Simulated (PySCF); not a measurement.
In(All)2(Me), SMILES C=C[CH2][In]([CH3])[CH2]C=C, singlet, GFN2-xTB optimised geometry.

```
21

In    -0.60     0.63     0.00
C     -1.68    -1.43     0.08
C     -0.70    -2.49    -0.12
C     -0.04    -3.12     0.85
H     -2.45    -1.39    -0.69
H     -2.13    -1.45     1.07
H     -0.50    -2.77    -1.16
H     -0.22    -2.88     1.89
H      0.67    -3.89     0.65
C      1.71     0.63     0.00
C      2.16     1.99    -0.27
C      2.46     2.90     0.66
H      2.01    -0.09    -0.76
H      2.00     0.28     0.99
H      2.23     2.27    -1.32
H      2.41     2.66     1.71
H      2.78     3.89     0.41
C     -1.77     2.58     0.00
H     -1.81     2.99    -1.01
H     -1.26     3.29     0.65
H     -2.78     2.41     0.36
```

Density from PBE0/def2-SVP, def2 effective core potentials past Kr in PySCF at that geometry. The core electrons that the potentials of In replace are not part of the density.

Minimum of the electron density along straight lines between bonded atoms, close to the bond critical point (lines longer than 1.1 times the sum of covalent radii, or with two minima, are not listed):

```tsv
bond	length / Å	ρ at the minimum / e bohr⁻³	∇²ρ there / e bohr⁻⁵	position (fraction from the first atom)
In1–C2	2.329	0.072	0.11	0.50
C2–C3	1.460	0.272	-0.65	0.50
C3–C4	1.331	0.339	-0.90	0.51
C2–H6	1.091	0.271	-0.96	0.62
C3–H7	1.086	0.279	-1.04	0.63
C4–H8	1.080	0.279	-1.04	0.62
C4–H9	1.077	0.281	-1.06	0.63
In1–C10	2.310	0.074	0.12	0.50
C10–C11	1.460	0.272	-0.65	0.50
C11–C12	1.331	0.339	-0.90	0.51
C10–H13	1.090	0.272	-0.98	0.63
C10–H14	1.090	0.272	-0.97	0.63
C11–H15	1.086	0.279	-1.04	0.63
C12–H16	1.080	0.279	-1.04	0.62
C12–H17	1.077	0.281	-1.06	0.63
In1–C18	2.272	0.079	0.13	0.50
C18–H19	1.089	0.270	-0.96	0.63
C18–H20	1.088	0.271	-0.98	0.63
C18–H21	1.089	0.271	-0.97	0.63
```
